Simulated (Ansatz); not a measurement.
Total energies of BeBr₂ from Ansatz at PBE0-D4/def2-TZVP, gas phase (1 Eh = 27.2114 eV = 2625.5 kJ/mol). The reference geometry is relaxed at PBE0-D4/def2-TZVP.

```xyz
3

Be    0.000    0.000    0.000
Br    1.393    1.145    0.747
Br   -1.393   -1.146   -0.747
```

| state | geometry | energy (Eh) |
| --- | --- | --- |
| charge 0 singlet | reference | -5162.57434 |
| charge 1 doublet | reference | -5162.17048 |
| charge 1 doublet | relaxed at PBE0-D4/def2-TZVP | -5162.17096 |
| free Be atom (singlet) | – | -14.63549 |
| free Br atom (doublet) | – | -2573.81189 |

(1) Work out the vertical ionisation energy to the doublet.

(2) How much does the charge 1 doublet relax, and what is the adiabatic ionisation energy?

(3) What is the binding energy per atom against free atoms?

(1) E(charge 1 doublet) − E(charge 0 singlet) = -5162.17048 − (-5162.57434) = 0.40386 Eh = 10.99 eV. For comparison, −ε of the highest occupied level is 8.86 eV at this level, 2.13 eV less.

(2) Relaxation: -5162.17048 − (-5162.17096) = 0.00048 Eh = 0.01 eV. Adiabatic ionisation energy: 0.40338 Eh = 10.98 eV, without zero-point energy. 

(3) Atoms: 1 × (-14.63549) + 2 × (-2573.81189) = -5162.25927 Eh. Binding: -5162.25927 − (-5162.57434) = 0.31507 Eh = 8.57 eV, or 2.86 eV for each of 3 atoms (no zero-point energy, no counterpoise term).
